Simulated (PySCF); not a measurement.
# Electronic absorption of ethylidenecyclopentane

Compound: ethylidenecyclopentane, C7H12.
SMILES with atom numbers: `[CH3:1][CH:2]=[C:3]1[CH2:4][CH2:5][CH2:6][CH2:7]1` (hydrogens: H8, H9, H10 on C1; H11 on C2; H12, H13 on C4; H14, H15 on C5; H16, H17 on C6; H18, H19 on C7)

The calculation used TDDFT wB97X-D/def2-SVPD, vertical, gas phase, core orbitals frozen in the response (PySCF 2.14.0, density-fitted response routines). One conformer (not necessarily the lowest) at the GFN2-xTB geometry, without solvent, vibrations or thermal averaging.

```csv
state,E (eV),λ (nm),ν̃ (cm⁻¹),f,|μ| (D),"main configurations (H = HOMO, L = LUMO)"
S1,6.63,187.0,53480,0.0072,0.53,H→L+1 (76%)
S2,6.76,183.5,54490,0.362,3.76,H→L (92%)
S3,7.47,166.0,60240,0.0034,0.34,"H→L+3 (56%), H→L+2 (10%), H→L+6 (9%)"
S4,7.54,164.4,60830,0.0031,0.33,"H→L+2 (66%), H→L+3 (19%)"
S5,7.96,155.7,64240,0.0012,0.20,H-1→L (90%)
S6,8.30,149.4,66940,0.071,1.50,H→L+4 (70%)
S7,8.47,146.4,68290,0.018,0.75,"H→L+7 (67%), H→L+6 (11%)"
S8,8.53,145.4,68760,0.030,0.96,"H→L+6 (36%), H→L+5 (32%), H→L+4 (9%)"
```

Triplets, Tamm–Dancoff:

```
state  E (eV)  λ (nm)  main configurations (H = HOMO, L = LUMO)
   T1    4.28   289.7                                 H→L (87%)
   T2    6.64   186.8                   H→L+1 (80%), H→L+2 (9%)
   T3    7.41   167.2     H→L+3 (47%), H→L+2 (14%), H→L+6 (10%)
```

The lowest singlet lies at 6.63 eV (187 nm, vacuum ultraviolet) and is weak; its leading configuration is HOMO→LUMO+1 (76%). The strongest level in the table is S2 at 6.76 eV (184 nm, f = 0.362). Löwdin shares by element: HOMO carbon 77% or more (atoms not listed hold the other 23%); LUMO carbon 60% or more (atoms not listed hold the other 40%). Of the 8 states listed, 4 reach f = 0.01 and none stays under 0.0005. The oscillator strengths of these states sum to 0.495; summed over the whole spectrum of an exact calculation they would give the number of electrons, 54 (Thomas–Reiche–Kuhn). Weighted by f, the mean energy of these states is 7.16 eV. Singlets were solved by full linear response, triplets in the Tamm–Dancoff approximation.
